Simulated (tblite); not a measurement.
Give a GFN2-xTB geometry of InChI=1S/C6H5OP/c7-5-6-3-1-2-4-8-6/h1-5H.

```xyz
13
C6H5OP angstrom
O      3.1948    0.3478    0.4933
C      2.4346   -0.4390   -0.0117
C      0.9778   -0.2989   -0.0729
C      0.3829    0.8270    0.4907
C     -0.9768    1.0588    0.4892
C     -1.8820    0.1730   -0.0849
C     -1.5145   -1.0046   -0.6991
P      0.1090   -1.5933   -0.8686
H      2.8046   -1.3709   -0.4894
H      1.0488    1.5464    0.9503
H     -1.3552    1.9597    0.9493
H     -2.9343    0.4243   -0.0464
H     -2.2941   -1.6297   -1.1176
```

Orientation and origin are arbitrary. Atoms count from 1 in this order. The 6-membered ring C3–C4–C5–C6–C7–P8 has internal angles of 99.7° to 125.7° (sum 720°, against 720° for a flat polygon); it is planar, 0.00 Å rms from its mean plane, widest ring torsion 0°. The 5 C–C bonds span 1.378 Å (C6–C7, aromatic) to 1.465 Å (C2–C3, drawn single), a spread of 0.087 Å. The 8 heavy atoms lie in one plane (0.000 Å rms). Of the pairs four or more bonds apart, O1···H10 is among the closest relative to their van der Waals radii: 2.50 Å, 92 % of the sum of Bondi's values.

Bonds between heavy atoms (Å): O1=C2 1.205, C2–C3 1.465, C3–C4 1.393, C4–C5 1.379, C5–C6 1.391, C6–C7 1.378, C7–P8 1.735, C3–P8 1.750.

The geometry is computed with GFN2-xTB (gas phase).

Point group: Cs (every atom within 0.08 Å of its image). Its GFN2-xTB frequencies are all real (lowest 93 cm⁻¹). One conformer, not necessarily the lowest (O1–C2–C3–C4 0°).
